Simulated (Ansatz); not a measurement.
`[OH][Ga]([F])[O][SiH3]`, charge 0, multiplicity 1.

Q: Give a relaxed structure at PBE0-D4/def2-TZVP (Ansatz). (An estimate is asked.)

A: Computed: 
```xyz
9

O    -2.8893    0.2270   -0.2589
Ga   -1.2508   -0.3994   -0.1166
F    -0.9868   -2.1272   -0.1159
O     0.1311    0.6646    0.0254
Si    1.7606    0.5445    0.1663
H    -3.5475   -0.4692   -0.3292
H     2.1299   -0.2225    1.3859
H     2.3102    1.9192    0.2636
H     2.3428   -0.1371   -1.0205
```
Point group Cs.
This is one stationary point; other conformers may exist.
